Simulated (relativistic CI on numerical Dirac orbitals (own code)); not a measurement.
# d5 in a ligand field

Computed with a parametric ligand-field model of a d^n configuration (Racah B and C, spin-orbit zeta, crystal field), exact diagonalisation.

Field parameters in Wybourne normalisation: Oh B⁴₀ = 21Dq, B⁴₄ = √(5/14) B⁴₀. The field is a parameter set, without covalency.

B = 870 cm⁻¹, C = 3840 cm⁻¹ (C/B = 4.41), Oh, no spin-orbit coupling. Tanabe-Sugano data, E/B above the lowest term (Δ = |10Dq|; b, c mark the second and third term of a kind):

```tsv
Δ/B	6A1	4T1	4T2	4T1(b)	2T2	2A2
1.0	0.00	31.93	32.05	38.03	46.14	46.21
3.0	0.00	30.95	31.88	38.93	44.76	45.47
5.0	0.00	29.48	31.52	40.23	42.23	44.23
7.0	0.00	27.80	30.94	41.65	39.09	42.71
9.0	0.00	26.01	30.10	43.04	35.67	41.04
11.0	0.00	24.17	29.02	44.32	32.10	39.28
13.0	0.00	22.30	27.72	45.44	28.45	37.45
15.0	0.00	20.40	26.26	46.38	24.74	35.59
17.0	0.00	18.48	24.67	47.12	21.00	33.70
19.0	0.00	16.55	23.00	47.69	17.22	31.80
21.0	0.00	14.61	21.26	48.12	13.42	29.87
23.0	0.00	12.67	19.47	48.44	9.59	27.94
25.0	0.00	10.71	17.65	48.69	5.75	25.99
27.0	0.00	8.75	15.80	48.88	1.90	24.04
29.0	1.97	8.76	15.89	50.99	0.00	24.05
31.0	5.84	10.67	17.87	54.99	0.00	25.96
33.0	9.73	12.58	19.86	58.97	0.00	27.88
35.0	13.62	14.51	21.83	62.95	0.00	29.81
37.0	17.53	16.43	23.81	66.91	0.00	31.74
39.0	21.44	18.37	25.79	70.88	0.00	33.67
41.0	25.35	20.30	27.76	74.84	0.00	35.61
43.0	29.27	22.24	29.73	78.80	0.00	37.55
45.0	33.20	24.19	31.71	82.76	0.00	39.49
47.0	37.13	26.14	33.68	86.72	0.00	41.44
```

The ground term changes from 6A1 to 2T2 between Δ/B = 27.0 and 29.0.
